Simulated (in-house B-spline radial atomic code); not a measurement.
Values are calculated unless marked as measured or tabulated.
Making a Troullier-Martins d channel for Ti, r_c = 3.28 bohr

Ti, [Ar] 3d2 4s2, non-relativistic LDA (VWN5), spherical and spin-unpolarised, from an all-electron radial atomic-structure program (B-spline basis) (atomic units). The all-electron 3d level is ε = -0.170010 hartree and its outer maximum at 0.97 bohr.

Inside r_c the pseudo-orbital is u(r) = r^3 exp(p(r)), with p = c0 + c2 r² + c4 r⁴ + … + c12 r¹². The seven coefficients follow from p and its first four derivatives at r_c, from zero curvature of the screened potential at the origin, c4 = −c2²/(2l + 5), and from the norm inside r_c. At r_c the all-electron orbital has P = 0.2634548, P' = -0.146378, the screened potential V = -0.3009882, V' = 0.1785471, V'' = -0.1622237, and the norm inside is Q = 0.9386932.

(1) What are p, p' and p'' at r_c?

For a trial c2 the five matching conditions are linear in c0, c6, c8, c10 and c12, and c2 is varied until the norm inside r_c equals Q. The root nearest zero gives:

| n | c_n |
| --- | --- |
| 0 | 0.3916832 |
| 2 | -0.7450465 |
| 4 | -0.06167714 |
| 6 | 0.02528482 |
| 8 | -0.002820697 |
| 10 | 0.0001417457 |
| 12 | -2.748351e-06 |

(2) Check c4 and p(r_c), and find the screened pseudopotential at the origin.

Orbitals and screened potentials:

| r (bohr) | P | u | V all-electron | V pseudo |
| --- | --- | --- | --- | --- |
| 0.328 | 0.3317 | 0.04815 | -29.88 | -5.372 |
| 0.82 | 0.7538 | 0.4841 | -5.898 | -4.943 |
| 1.312 | 0.721 | 0.8585 | -2.146 | -3.366 |
| 1.804 | 0.5831 | 0.7315 | -1.048 | -1.304 |
| 2.296 | 0.4516 | 0.4904 | -0.6161 | -0.2376 |
| 2.788 | 0.3457 | 0.3477 | -0.414 | -0.2299 |
| 3.28 | 0.2635 | 0.2635 | -0.301 | -0.301 |

Logarithmic derivatives P'/P at R = 3.58 bohr, for energies E around ε:

| E − ε (hartree) | all-electron | pseudo |
| --- | --- | --- |
| -0.5 | 1.12504 | 1.15907 |
| -0.25 | 0.840659 | 0.883581 |
| -0.1 | 0.518159 | 0.556784 |
| 0 | -0.559415 | -0.559415 |
| 0.1 | 1.35203 | 1.60655 |
| 0.25 | 0.658388 | 0.850134 |
| 0.5 | 0.109692 | 0.407886 |

Answers

(1) p = ln(P/r_c^3) = ln(0.2634548/35.2876) = -4.89740. p' = P'/P − 3/r_c = -0.55561 − 0.91463 = -1.47024. The radial equation gives p'' = 2(V − ε) − 2(3) p'/r_c − p'² = -0.26196 − (-2.68947) − 2.16162 = 0.26590. Differentiating, p''' = 2V' + 2(3)p'/r_c² − 2(3)p''/r_c − 2p'p'' = -0.1674, and p'''' = 2V'' − 4(3)p'/r_c³ + 4(3)p''/r_c² − 2(3)p'''/r_c − 2p''² − 2p'p''' = 0.1447.

(2) −c2²/9 = -0.0616771, as listed. The terms c_n r_c^n are 0.39168, -8.01551, -7.13871, 31.48494, -37.78742, 20.42906, -4.26146, which sum to -4.89740. Inverting the radial equation, V_l(r) = ε + 3 p'/r + (p'' + p'²)/2, so V_l(0) = ε + (2l + 3) c2 = -0.17001 + 7 × (-0.745046) = -5.3853 hartree, finite where the all-electron potential diverges.
